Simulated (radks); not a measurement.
Task: Ho I, configuration [Xe] 4f11 5d1 6p1 (not the ground configuration). Calculated with a radial shooting solver on a logarithmic mesh with Libxc functionals: Dirac Kohn-Sham, PBEsol, spin-unpolarised, spherical densities, finite nucleus; open shells fill j = l - 1/2 first; Fermi nuclear charge, rms radius 5.2022 fm. Some entries of the table are withheld. Estimate them.

| orbital | occ. | eigenvalue (Ry) | <1/r> (bohr^-1) |
|---|---|---|---|
| 1s1/2 | 2 | -4071.941 | (1) |
| 2s1/2 | 2 | -680.7751 | 18.25 |
| 2p1/2 | 2 | -648.0896 | 18.22 |
| 2p3/2 | 4 | -585.1460 | 15.88 |
| 3s1/2 | 2 | -152.0339 | 6.671 |
| 3p1/2 | 2 | -137.7078 | 6.588 |
| 3p3/2 | 4 | -124.5633 | 5.991 |
| 3d3/2 | 4 | -99.94927 | 5.875 |
| 3d5/2 | 6 | -97.07620 | 5.729 |
| 4s1/2 | 2 | -30.02158 | 2.791 |
| 4p1/2 | 2 | -24.33213 | (2) |
| 4p3/2 | 4 | -21.37892 | (3) |
| 4d3/2 | 4 | (4) | 2.255 |
| 4d5/2 | 6 | (5) | 2.204 |
| 5s1/2 | 2 | (6) | 1.043 |
| 5p1/2 | 2 | -2.18709 | 0.9111 |
| 5p3/2 | 4 | -1.82018 | 0.8362 |
| 4f5/2 | 6 | (7) | (8) |
| 4f7/2 | 5 | (9) | (10) |
| 6p1/2 | 1 | -0.12978 | 0.2187 |
| 5d3/2 | 1 | -0.11790 | 0.4028 |
| 6p3/2 | 0 | -0.11413 | 0.2041 |
| 5d5/2 | 0 | -0.10431 | 0.3795 |

Result: 
(1) 1s1/2 <1/r> (bohr^-1): 76.01
(2) 4p1/2 <1/r> (bohr^-1): 2.683
(3) 4p3/2 <1/r> (bohr^-1): 2.477
(4) 4d3/2 eigenvalue (Ry): -12.00276
(5) 4d5/2 eigenvalue (Ry): -11.46692
(6) 5s1/2 eigenvalue (Ry): -3.71490
(7) 4f5/2 eigenvalue (Ry): -0.29012
(8) 4f5/2 <1/r> (bohr^-1): 1.611
(9) 4f7/2 eigenvalue (Ry): -0.21850
(10) 4f7/2 <1/r> (bohr^-1): 1.581
